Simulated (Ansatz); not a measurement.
Reaction (formal exchange of groups at a Zr–O bond): `C[O][Zr]([NH2])([OH])[F]` + CH₄ → `[CH3][Zr]([NH2])([OH])[F]` + CH₃OH

Calculated with Ansatz (gas phase, PBE0-D4/def2-TZVP geometries, no zero-point term in ΔE). CBS: MP2 limit from def2 TZ/QZ plus the TZ coupled-cluster correction, frozen cores. This one scheme is used for every species. Elements past krypton have def2 core potentials. For Zr outer-core shells are correlated without core-valence functions, which leaves a few kJ/mol of doubt a bond. Each species was taken in one conformer, which may not be the lowest.

| species | HF/CBS(def2) energy (Eh) |
| --- | --- |
| `C[O][Zr]([NH2])([OH])[F]` | -391.94348 |
| CH₄ | -40.21695 |
| `[CH3][Zr]([NH2])([OH])[F]` | -316.98368 |
| CH₃OH | -115.10180 |

(1) Work out ΔE.

Largest T1 diagnostic among the species: 0.016.

## Answers

(1) ΔE = (-316.98368) + (-115.10180) − (-391.94348) − (-40.21695) = 0.07495 Eh = +196.8 kJ/mol. CCSD(T)/CBS gives +184.7 kJ/mol.

In def2-TZVPP, CCSD(T) changes the Hartree–Fock value by −9.2 kJ/mol (the triples alone add +0.2 kJ/mol) and MP2 by −4.4 kJ/mol.
